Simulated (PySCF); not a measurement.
**Basis and Hamiltonian dependence of the ionisation energy of Kr**

Kr [Kr] (1S) → Kr+ [Ar] 3d10 4s2 4p5 (2P). All values are computed (PySCF 2.14, energy differences of UHF-based or UKS calculations, no spin-orbit coupling). Values in eV.

```csv
basis,Hamiltonian,functions,UHF,LDA,PBE0,MP2 (valence),CCSD(T) (valence),CCSD(T) (valence and next inner shell)
def2-SVP,non-relativistic,32,13.185,14.317,n/a,13.863,13.747,n/a
6-31G*,non-relativistic,32,13.166,n/a,n/a,13.811,13.708,n/a
aug-cc-pVDZ-DK,spin-free X2C,36,13.180,14.404,14.169,13.979,13.894,n/a
cc-pVTZ-PP with ECP10MDF,ECP,39,13.099,n/a,14.083,14.025,13.942,n/a
ANO-RCC-VTZP,spin-free X2C,43,13.046,14.365,14.086,13.997,13.917,13.948
pcseg-2,non-relativistic,43,13.092,14.365,n/a,14.020,13.932,n/a
Sapporo-DKH3-DZP-2012,spin-free X2C,43,13.118,14.369,14.127,13.878,13.760,n/a
cc-pVTZ-DK,spin-free X2C,43,13.051,14.334,14.073,13.978,13.898,n/a
jorge-DZP-DKH,spin-free X2C,43,13.213,14.343,14.140,13.439,13.442,n/a
aug-cc-pwCVDZ-PP with ECP10MDF,ECP,48,13.137,14.345,14.116,13.959,13.862,13.882
x2c-TZVPall,spin-free X2C,48,13.057,14.338,14.080,14.000,13.921,n/a
aug-cc-pVTZ-DK,spin-free X2C,59,13.044,14.329,14.070,14.023,13.947,n/a
dyall-av2z,non-relativistic,92,13.223,14.460,14.217,14.029,13.929,n/a
"aug-cc-pVQZ-PP with one added diffuse shell each of s, p, d, f, g type with ECP10MDF",ECP,114,13.038,14.284,14.040,14.140,n/a,n/a
```

Frozen in the all-electron rows: valence: [Ar] 3d10; valence and next inner shell: [Ne]; with a core potential, the same shells as far as they lie outside it.

Non-relativistic rows lack the scalar-relativistic shift.

Reference for a calculation without spin-orbit coupling: 14.222 eV (measured, between term centres; NIST).
